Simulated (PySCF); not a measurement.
ZnI, SMILES [Zn+][I], charge +1. Atoms are numbered in the order given.

```xyz
2

Zn     0.0000     0.0000    -1.5361
I      0.0000     0.0000     0.8695
```
Charge +1, spin multiplicity 1.

Coordinates come from a B3LYP-D3(BJ)/def2-TZVP optimisation. The spin state was assumed, not searched. The def2 effective core potentials stand for the cores of I; spin–orbit coupling is left out.

Computed with TDA-M06-2X/def2-TZVPD run with PySCF.

Vertical excitations; the highest root listed may be one member of a degenerate set. The molecule is in vacuum. State labels are in the subgroup C2v.

Computed UV-visible absorptions:
```json
[
 {"state": "S1", "symmetry": "B2", "energy (eV)": "1.73", "λ (nm)": "717", "f": "0.003", "main pairs": "HOMO→LUMO (degenerate set)"},
 {"state": "S2", "symmetry": "B1", "energy (eV)": "1.73", "λ (nm)": "717", "f": "0.003", "main pairs": "HOMO−1→LUMO (degenerate set)"},
 {"state": "S3", "symmetry": "A1", "energy (eV)": "4.71", "λ (nm)": "263", "f": "0.212", "main pairs": "HOMO−2→LUMO 72 %, HOMO→LUMO+2 13 %, HOMO−1→LUMO+1 13 %"},
 {"state": "S4", "symmetry": "A2", "energy (eV)": "5.61", "λ (nm)": "221", "f": "0.000", "main pairs": "HOMO−1→LUMO+2 49 %, HOMO→LUMO+1 49 %"},
 {"state": "S5", "symmetry": "A2", "energy (eV)": "5.77", "λ (nm)": "215", "f": "0.000", "main pairs": "HOMO→LUMO+1, HOMO−1→LUMO+2 (degenerate set)"},
 {"state": "S6", "symmetry": "A1", "energy (eV)": "5.77", "λ (nm)": "215", "f": "0.000", "main pairs": "HOMO→LUMO+2, HOMO−1→LUMO+1 (degenerate set)"},
 {"state": "S7", "symmetry": "A1", "energy (eV)": "7.42", "λ (nm)": "167", "f": "1.203", "main pairs": "HOMO−1→LUMO+1 33 %, HOMO→LUMO+2 33 %, HOMO−2→LUMO 22 %"},
 {"state": "S8", "symmetry": "B1", "energy (eV)": "8.03", "λ (nm)": "154", "f": "0.003", "main pairs": "HOMO−1→LUMO+3, HOMO−2→LUMO+1 (degenerate set)"},
 {"state": "S9", "symmetry": "B2", "energy (eV)": "8.03", "λ (nm)": "154", "f": "0.003", "main pairs": "HOMO→LUMO+3, HOMO−2→LUMO+2 (degenerate set)"},
 {"state": "S10", "symmetry": "B2", "energy (eV)": "8.39", "λ (nm)": "148", "f": "0.208", "main pairs": "HOMO−2→LUMO+2 59 %, HOMO→LUMO+3 34 %"},
 {"state": "T1", "symmetry": "B2", "energy (eV)": "1.38", "λ (nm)": "899", "f": "0", "main pairs": "HOMO→LUMO (degenerate set)"},
 {"state": "T2", "symmetry": "B1", "energy (eV)": "1.38", "λ (nm)": "899", "f": "0", "main pairs": "HOMO−1→LUMO (degenerate set)"},
 {"state": "T3", "symmetry": "A1", "energy (eV)": "2.78", "λ (nm)": "446", "f": "0", "main pairs": "HOMO−2→LUMO 98 %"},
 {"state": "T4", "symmetry": "A1", "energy (eV)": "5.44", "λ (nm)": "228", "f": "0", "main pairs": "HOMO→LUMO+2 48 %, HOMO−1→LUMO+1 48 %"}
]
```
Triplets are in the Tamm–Dancoff approximation.
